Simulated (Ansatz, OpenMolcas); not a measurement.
A ladder of methods for CHF3O3S (triflic acid)

The runs start from one conformer, not always the lowest.

CHF3O3S, singlet, SMILES `O=S(=O)(O)C(F)(F)F`. Each level relaxes the structure for itself.

Quantity: the zero-point energy at each level's own minimum, in kJ/mol. The values are calculated.

```
                             level                 kind     program  value (kJ/mol)
                         HF/STO-3G         Hartree–Fock      Ansatz            96.0
                          HF/3-21G         Hartree–Fock      Ansatz           101.2
   HF/6-31G* (Cartesian functions)         Hartree–Fock  OpenMolcas           114.3
                      PBE/def2-SVP                  GGA      Ansatz            97.8
B3LYP/6-31G* (Cartesian functions)        global hybrid      Ansatz           101.2
                 PBE0-D4/def2-TZVP        global hybrid      Ansatz           104.8
  MP2/6-31G* (Cartesian functions)  perturbation theory      Ansatz           103.7
```

Harmonic and unscaled. The values span 96.0 to 114.3 kJ/mol.
